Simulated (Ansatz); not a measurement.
This geometry of CH₂O₂Te (6 atoms, charge 0, multiplicity 1) is a first-order saddle point.

The calculation used RKS BHLYP/def2-SVP in Ansatz 0.2.0.

```xyz
6
Properties=species:S:1:pos:R:3
O -0.538 -0.967 1.034
C 0.004 -0.469 0.119
O 1.068 -1.000 -0.523
Te -0.617 1.365 -0.829
H 1.886 -0.638 -0.177
H -1.762 1.646 0.329
```

(1) Which two structures does it join? (They come from a converged band through this point; their orientation in space is the band's.)

(2) How far does it lie above each of them?

## Answers

(1) No bond is made or broken. The dihedral Te4–C2–O3–H5 goes from 180 to 1°.

First end point:

```xyz
6
Properties=species:S:1:pos:R:3
O -0.177 -0.709 1.151
C 0.178 -0.201 0.145
O 1.356 -0.404 -0.432
Te -0.953 1.183 -1.045
H 1.851 -1.027 0.113
H -2.212 1.094 0.021
```

Last end point:

```xyz
6
Properties=species:S:1:pos:R:3
O -0.403 -0.768 1.328
C 0.162 -0.373 0.377
O 1.394 -0.754 0.062
Te -0.742 1.049 -1.014
H 1.721 -0.332 -0.731
H -2.090 1.114 -0.068
```

(2) 0.49 eV above the first and 0.23 eV above the second. This is the barrier of this one path; another mechanism may lie lower.

Time of the run: 5.9 min on 1 thread of Arm Neoverse V1, with other jobs on the host, peak memory 0.17 GiB.
